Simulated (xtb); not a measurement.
C₄H₇BF₂, SMILES CB(F)/C=C(/C)F. All values are semi-empirical tight-binding results from xtb (GFN2-xTB unless named), good for trends rather than for accurate numbers. The structure is a stationary point at GFN2-xTB. The structure was generated by enumeration; whether it is a known compound was not checked. The values are those of a single conformer.

Optimised geometry:

```xyz
14

C      2.6024    -0.8644     0.6276
B      1.3220    -0.0765     0.1394
F      1.4994     1.0864    -0.4707
C     -0.1149    -0.6362     0.3267
C     -1.2565    -0.0570    -0.0533
C     -2.6424    -0.5743     0.1143
F     -1.2456     1.1413    -0.6664
H      3.4270    -0.1957     0.8609
H      2.4104    -1.4932     1.4923
H      2.9501    -1.5217    -0.1694
H     -0.2288    -1.5949     0.8126
H     -2.6369    -1.5478     0.5922
H     -3.2229     0.1249     0.7162
H     -3.1253    -0.6472    -0.8600
```
Charge 0, spin multiplicity 1.

Computed properties:
```yaml
orbital_gap: 3.92 eV
dipole_moment: 3.46 D
zero_point_energy: 65.2 kcal/mol
G − E(el) at 298.15 K (modified RRHO): 43.7 kcal/mol
static polarisability (D4 model): 62.9 bohr³
solvation energy, GFN2-xTB/ALPB(water): -3.9 kcal/mol
solvation energy, GFN2-xTB/ALPB(dmf): -7.1 kcal/mol
```

Question: Give the IR lines (harmonic; lines under 4 % of the strongest left out, lines within 3 cm⁻¹ merged). (The exact figures need the calculation; the answer reports its results.)

Answer: ν (cm⁻¹): 814 (w), 860 (w), 871 (m), 905 (w), 1010 (w), 1104 (m), 1175 (m), 1283 (s), 1307 (m), 1383 (w), 1387 (w), 1459 (w), 1670 (vs), 3005 (w), 3047 (w), 3051 (w), 3082 (w) (against the strongest line: vs over 80 %, s over 45 %, m over 15 %, w over 4 %, vw less)

Computed atomic charges and the Wiberg bond orders between heavy atoms:
charges (e) C1 -0.20, B2 0.38, F3 -0.26, C4 -0.16, C5 0.18, C6 -0.12, F7 -0.21, H8 0.05, H9 0.04, H10 0.06, H11 0.05, H12 0.06, H13 0.07, H14 0.07. Bond orders C1–B2 1.02, B2–F3 1.09, B2–C4 1.04, C4–C5 1.78, C5–C6 1.03, C5–F7 0.98.
